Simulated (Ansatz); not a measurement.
Cost and result for the atomization energy of `[CH3][InH-]([CH3])[SH2+]` (13 atoms, 12 bonds).

```xyz
13

C    -0.712    0.374   -1.746
In    0.569   -0.595   -0.285
C     1.856    0.615    0.967
S    -1.536   -0.892    1.690
H    -0.152    0.565   -2.665
H    -1.076    1.334   -1.375
H    -1.567   -0.254   -2.004
H     0.817   -2.315   -0.391
H     2.799    0.811    0.451
H     1.393    1.577    1.196
H     2.088    0.103    1.903
H    -2.147    0.267    1.394
H    -2.333   -1.591    0.866
```

Charge 0, multiplicity 1. Correlated methods include outer-core shells of In, which these sets cover unevenly. In: def2 effective core potential. All single points use the PBE0-D4/def2-TZVP geometry. It is one conformer, not always the lowest. Program: Ansatz. All runs use 4 threads of a server CPU on a shared host. Times are those of one run each, without the atoms' runs, and a repeat can differ threefold. Electronic energies, without spin–orbit coupling; frozen cores. CCSD(T)/CBS adds CCSD(T) − MP2 in def2-TZVPP to the MP2 limit, and its time is that of the two runs behind it. T1 = 0.011. With those shells the extrapolation isn't a true limit. B3LYP takes the VWN-RPA correlation (the form of Gaussian; ORCA's B3LYP/G). HSE06 is the plane-wave form, built on full-range PBE exchange.

CCSD(T)/CBS is a level of theory with its own doubt, some kJ/mol a heavy atom from the limit and from the frozen cores, so smaller differences don't rank the functionals.

```
                            level  functions  wall time
             revPBE-D4/def2-TZVPP        280      2.8 s
               PBE0-D4/def2-TZVPP        280      4.3 s
              HSE06-D4/def2-TZVPP        280      4.7 s
B3LYP-D4/def2-TZVPP (with forces)        280      7.5 s
            r2SCANh-D4/def2-TZVPP        280      7.5 s
                B2PLYP/def2-TZVPP        280      8.5 s
              PBE-QIDH/def2-TZVPP        280      8.5 s
                 CCSD(T)/def2-SVP        117       10 s
                B97M-V/def2-TZVPP        280       12 s
 ωB97M-V/def2-TZVPP (with forces)        280       17 s
                   MP2/def2-QZVPP        536       31 s
               CCSD(T)/def2-TZVPP        280    5.9 min
                CCSD(T)/CBS(def2)          –    6.4 min
```

What atomization energy does each give, and how far from CCSD(T)/CBS? (Estimate.)

Computed: 
```
                            level  atomization (kcal/mol)  difference from CCSD(T)/CBS  per bond
             revPBE-D4/def2-TZVPP                   950.3                        -20.9      -1.7
               PBE0-D4/def2-TZVPP                   962.7                         -8.5      -0.7
              HSE06-D4/def2-TZVPP                   963.1                         -8.1      -0.7
B3LYP-D4/def2-TZVPP (with forces)                   963.3                         -7.9      -0.7
            r2SCANh-D4/def2-TZVPP                   963.8                         -7.4      -0.6
                B2PLYP/def2-TZVPP                   952.3                        -18.9      -1.6
              PBE-QIDH/def2-TZVPP                   958.7                        -12.5      -1.0
                 CCSD(T)/def2-SVP                   917.0                        -54.2      -4.5
                B97M-V/def2-TZVPP                   970.8                         -0.4       0.0
 ωB97M-V/def2-TZVPP (with forces)                   971.1                         -0.1       0.0
                   MP2/def2-QZVPP                   958.5                        -12.7      -1.1
               CCSD(T)/def2-TZVPP                   949.8                        -21.4      -1.8
                CCSD(T)/CBS(def2)                   971.2                          0.0       0.0
```

In def2-TZVPP, CCSD(T) changes the Hartree–Fock value by +234.6 kcal/mol (the triples alone add +11.2 kcal/mol) and MP2 by +230.7 kcal/mol; breaking electron pairs costs correlation energy, which Hartree–Fock lacks. From BLYP to BHLYP (50 % exact exchange), in def2-TZVPP and without D4, the atomization energy moves by −3.9 kcal/mol: exact exchange takes away binding that semilocal exchange gives to molecules. At CCSD(T), def2-SVP lies −54.2 kcal/mol from the extrapolated value and def2-TZVPP −21.4 kcal/mol: correlation converges slowly with the basis, and small sets miss more of it in the bonded molecule than in its fragments.

Spin–orbit coupling would lower the free In atoms strongly, and the atomization energy with them, by more than many differences here.
